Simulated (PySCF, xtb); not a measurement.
Si(H)2(Cl)(NH2) (ClH4NSi), SMILES N[SiH2]Cl.

GFN2-xTB (xtb 6.7.1) at its own geometry gives an orbital gap of 6.02 eV and a dipole moment of 2.95 D.

Geometry optimised at ωB97X-D3(BJ)/def2-TZVP. One conformer was computed; it need not be the lowest.

**Question.** What does PBE0/def2-TZVPD (PySCF) give? (An estimate is asked for; the answer gives what the named calculation found.)

**Answer.** gap 7.98 eV (levels -8.07 and -0.09 eV), dipole 1.96 D.
